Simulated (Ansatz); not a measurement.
Relaxing a trial structure of Cl2GaGeHO

The starting geometry of this gas-phase singlet was optimised with GFN2-xTB; its bonds are those of `[Cl][GaH][O][Ge][Cl]`.

```yaml
atoms:
  - { symbol: Cl, position_ang: [-3.2528, 0.4625, -2.9571] }
  - { symbol: Cl, position_ang: [0.4381, -3.1995, -2.7368] }
  - { symbol: Ga, position_ang: [-1.6506, 0.3548, -1.6498] }
  - { symbol: Ge, position_ang: [-0.6435, -2.9187, -0.8995] }
  - { symbol: O, position_ang: [-1.1905, -1.2522, -1.1165] }
  - { symbol: H, position_ang: [-0.7753, 1.4433, -1.0209] }
```

Q: Predict what it relaxes into with B3LYP/6-31G*.

A: A new bond forms, giving a structure with Cl2 bridging Ga3 and Ge4, given below by its coordinates. Distances that change by over a tenth: Cl2–Ge4 (2.15 → 2.42 Å). Contacts that close: Cl2–Ga3 (4.26 → 2.55 Å).

The energy falls by 0.52 eV over 18 steps:

```tsv
step	E − E(last) (eV)
1	0.523
3	0.307
5	0.273
7	0.220
9	0.149
10	0.103
12	0.016
14	0.003
16	0.000
18	0.000
```

Final geometry (Å):

| atom | x (Å) | y (Å) | z (Å) |
| --- | --- | --- | --- |
| Cl | -3.0374 | 0.1581 | -3.0501 |
| Cl | 0.0998 | -1.8982 | -2.8453 |
| Ga | -1.3107 | -0.0841 | -1.7498 |
| Ge | -0.8453 | -2.9382 | -0.8725 |
| O | -1.6287 | -1.4362 | -0.4660 |
| H | -0.3522 | 1.0889 | -1.3971 |

No frequencies were run, so the end isn't proven a minimum. Run with Ansatz 0.2.0, 54 s on 2 threads of Intel(R) Xeon(R) 6975P-C (Granite Rapids), on a shared host.
